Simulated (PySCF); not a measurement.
1,1-difluoropropan-2-one (C3H4F2O), SMILES CC(=O)C(F)F. The structure is a stationary point at B3LYP-D3(BJ)/def2-SVP. One conformer was computed; it need not be the lowest.

**Question.** Give the equilibrium geometry at B3LYP-D3(BJ)/def2-SVP (PySCF confirms it by a frequency run) as a Z-matrix. (An estimate is asked for; the answer gives what the named calculation found.)

**Answer.** This is not unique; one that fits is 
```
C
O 1 1.2067
C 1 1.5050 2 125.21
H 3 1.0969 1 110.03 2 0.41
H 3 1.1016 4 110.54 1 -121.03
H 3 1.1017 4 110.50 5 -118.03
C 1 1.5394 2 119.34 3 -179.98
F 7 1.3589 1 109.22 2 121.38
F 7 1.3589 8 107.85 1 -118.55
H 7 1.1025 8 109.73 9 -119.48
```
Charge 0, spin multiplicity 1.
